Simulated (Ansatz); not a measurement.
The same molecule with X = O, S, Te. Ansatz, PBE0-D4/def2-TZVP geometries, multiplicity 1. Each molecule was computed in one conformer, which needn't be the lowest.

Elements past krypton have def2 core potentials.

```csv
X,molecule,mean X–Al bond length / Å,mean X–H bond length / Å,LUMO energy (B3LYP/def2-TZVPP) / eV,size of the dipole moment (B3LYP/def2-TZVPP) / D,LUMO energy (PBE0/def2-TZVPP) / eV
O,`[NH2][Al]([OH])[F]`,1.685,0.954,-0.77,3.34,-0.42
S,`[NH2][Al]([F])[SH]`,2.172,1.345,-0.71,1.55,-0.41
```

Task: Give the row for X = Te, `[NH2][Al]([F])[TeH]`. (Best estimate.)

Result: Ansatz gave: 
| X | molecule | mean X–Al bond length / Å | mean X–H bond length / Å | LUMO energy (B3LYP/def2-TZVPP) / eV | size of the dipole moment (B3LYP/def2-TZVPP) / D | LUMO energy (PBE0/def2-TZVPP) / eV |
| --- | --- | --- | --- | --- | --- | --- |
| Te | `[NH2][Al]([F])[TeH]` | 2.519 | 1.657 | -0.97 | 2.01 | -0.74 |

From O to Te the mean X–Al bond length rises at each step, by 0.834 Å in all; the mean X–H bond length rises at each step, by 0.703 Å in all; the LUMO energy (B3LYP/def2-TZVPP) isn't monotonic: highest at S, lowest at Te; the LUMO energy (PBE0/def2-TZVPP) isn't monotonic: highest at S, lowest at Te. Bonds lengthen as the atom grows down the group. Dipoles are sizes alone, and their direction can turn along the series.

B3LYP here is the variant with VWN-RPA as its local correlation; programs differ in this.
